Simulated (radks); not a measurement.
The tellurium anion Te2-, [Xe], held by a Watson sphere: a shell of charge +2 at radius R that stands for the Madelung well of a crystal (potential energy -2/R inside, -2/r outside, in hartree with lengths in bohr). Calculated with a radial shooting solver on a logarithmic mesh with Libxc functionals: scalar-relativistic Kohn-Sham, LDA (Slater exchange, Perdew-Wang correlation), spin-polarised, spherical densities, point nucleus. Response by self-consistent Sternheimer equations with the Hartree and adiabatic LDA kernel, the relativistic mass of each level held fixed and spin-orbit coupling left out. The sphere does not respond.

| R (bohr) | e(4d) (eV) | e(5s) (eV) | e(5p) (eV) | <r> 5p (bohr) | sum of <r^2> (bohr^2) | X-ray form factor at sin(theta)/lambda = 0.1 1/angstrom | alpha (bohr^3) |
|---|---|---|---|---|---|---|---|
| 3.08 | -40.006 | -15.125 | -6.585 | 2.774 | 83.14 | 49.075 | 56.03 |
| 3.09 | -39.993 | -15.105 | -6.571 | 2.777 | 83.25 | 49.071 | 56.30 |
| 3.27 | -39.777 | -14.762 | -6.305 | 2.820 | 85.15 | 49.005 | 61.29 |
| 3.35 | -39.686 | -14.617 | -6.187 | 2.839 | 85.99 | 48.977 | 63.65 |
| 3.57 | -39.449 | -14.238 | -5.867 | 2.888 | 88.25 | 48.905 | 70.59 |
| 4.35 | -38.692 | -13.111 | -4.814 | 3.044 | 95.80 | 48.702 | 100.9 |
| 4.92 | -38.198 | -12.456 | -4.148 | 3.139 | 100.9 | 48.597 | 129.4 |
| 5.28 | -37.911 | -12.100 | -3.774 | 3.192 | 104.0 | 48.546 | 150.8 |
